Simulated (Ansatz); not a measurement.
```xyz
2

Mg    0.0000    0.0000    0.0000
H     0.0000    0.0000    1.7300
```

Basis set: pcseg-2 (spherical functions). Charge 0, multiplicity 2.

Computed with Ansatz (development build ahead of 0.2.0); each method stands on the lowest determinant of its kind that the runs found. Restricted functionals stand beside restricted open-shell atoms, which can lie above the unrestricted atoms usual in DFT and then raise those values.

The atomization energy at this shape (free ground-state atoms in the same class of orbitals less the molecule, no zero-point energy) of doublet MgH:

```json
{"method": "PBE0 (restricted open-shell)", "atomization energy": "32.09 kcal/mol"}
{"method": "PBE (unrestricted)", "atomization energy": "31.86 kcal/mol"}
```

**Question.** What does ROHF give?

**Answer.** 26.15 kcal/mol.

The shape needn't be a minimum at these levels.
